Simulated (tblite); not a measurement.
C6H5O3 (doublet state).
Numbering: `[CH3:1][O:2][c:3]1[cH:4][c:5][cH:6][o:7][c:8]1=[O:9]` (hydrogens: H10, H11, H12 on C1; H13 on C4; H14 on C6)

Computed with GFN2-xTB (tblite), gas phase: L-BFGS steps from a force-field or distance-geometry start until the largest atomic force falls under 0.01 eV/Å.

Step 2: E = -747.3374 eV
```
atom  x, y, z in Å  |  force x, y, z in eV/Å
C1      2.3298   -0.1224    0.6729   -0.241   0.284  -0.061
O2      1.2058    0.7607    0.6233   -0.019  -0.254   0.198
C3      0.0378    0.3261    0.1182   -0.234   0.372  -0.004
C4     -0.2314   -0.9027   -0.3831    0.361  -0.659  -0.039
C5     -1.4982   -1.2143   -0.8618    0.553  -0.358   0.025
C6     -2.4809   -0.3482   -0.8805   -0.860   0.595  -0.073
O7     -2.2757    0.9176   -0.3965    0.339   0.027   0.130
C8     -1.0790    1.3095    0.1066    0.633   1.206   0.572
O9     -0.9203    2.4422    0.5362   -0.507  -0.972  -0.476
H10     3.0231    0.2669    1.4409   -0.375  -0.016  -0.526
H11     2.0438   -1.1408    0.9507   -0.038   0.084   0.093
H12     2.7903   -0.1420   -0.3245    0.144  -0.014   0.255
H13     0.5375   -1.6468   -0.3809    0.241  -0.388  -0.131
H14    -3.4833   -0.5062   -1.2438    0.002   0.092   0.038
```

Step 3: E = -747.3762 eV
```
atom  x, y, z in Å  |  force x, y, z in eV/Å
C1      2.3261   -0.1185    0.6720   -0.248   0.046  -0.107
O2      1.2062    0.7576    0.6266   -0.169  -0.111   0.162
C3      0.0340    0.3294    0.1173   -0.011  -0.053  -0.063
C4     -0.2261   -0.9119   -0.3834    0.182  -0.117   0.065
C5     -1.4905   -1.2187   -0.8612   -0.427   0.326  -0.046
C6     -2.4937   -0.3409   -0.8821    0.625  -0.060   0.168
O7     -2.2712    0.9185   -0.3946    0.195  -0.031   0.065
C8     -1.0707    1.3155    0.1107    0.336   0.471   0.239
O9     -0.9264    2.4402    0.5337   -0.333  -0.256  -0.185
H10     3.0176    0.2666    1.4332   -0.242   0.071  -0.354
H11     2.0434   -1.1393    0.9520   -0.030   0.107   0.077
H12     2.7924   -0.1422   -0.3207    0.132  -0.008   0.172
H13     0.5407   -1.6519   -0.3827    0.338  -0.447  -0.113
H14    -3.4826   -0.5048   -1.2430   -0.347   0.062  -0.082
```

**Question.** Estimate the geometry and energy of step 4. (The exact step hangs on the optimiser's Hessian estimate; all steps are aligned on step 3, rigid shifts and turns removed.)

**Answer.** E = -747.4029 eV, largest force 0.431 eV/Å
```
atom  x, y, z in Å  |  force x, y, z in eV/Å
C1      2.3192   -0.1157    0.6696   -0.180  -0.101  -0.107
O2      1.2037    0.7543    0.6317   -0.233  -0.002   0.115
C3      0.0325    0.3282    0.1152    0.126  -0.235  -0.055
C4     -0.2198   -0.9198   -0.3826   -0.017   0.061   0.034
C5     -1.4934   -1.2145   -0.8614   -0.018   0.091   0.006
C6     -2.4909   -0.3390   -0.8807    0.240   0.082   0.095
O7     -2.2656    0.9188   -0.3924    0.150   0.011   0.063
C8     -1.0604    1.3224    0.1156   -0.028  -0.238  -0.103
O9     -0.9354    2.4408    0.5313   -0.125   0.357   0.082
H10     3.0098    0.2675    1.4221   -0.099   0.156  -0.156
H11     2.0429   -1.1361    0.9540   -0.049   0.061   0.070
H12     2.7960   -0.1425   -0.3152    0.093  -0.004   0.047
H13     0.5483   -1.6623   -0.3857    0.234  -0.347  -0.102
H14    -3.4877   -0.5026   -1.2437   -0.095   0.108   0.010
```

The energy changes by -0.0267 eV. The first-order estimate −F·Δx gives -0.0403 eV and the mean of the old and new forces, exact on a quadratic surface, -0.0267 eV. The step makes an angle of 33° with the force vector and moves no atom by more than 0.014 Å.

The cost below is that of the whole relaxation. The run took 0.31 s of wall time on an Arm Neoverse V1 with one thread (shared host).
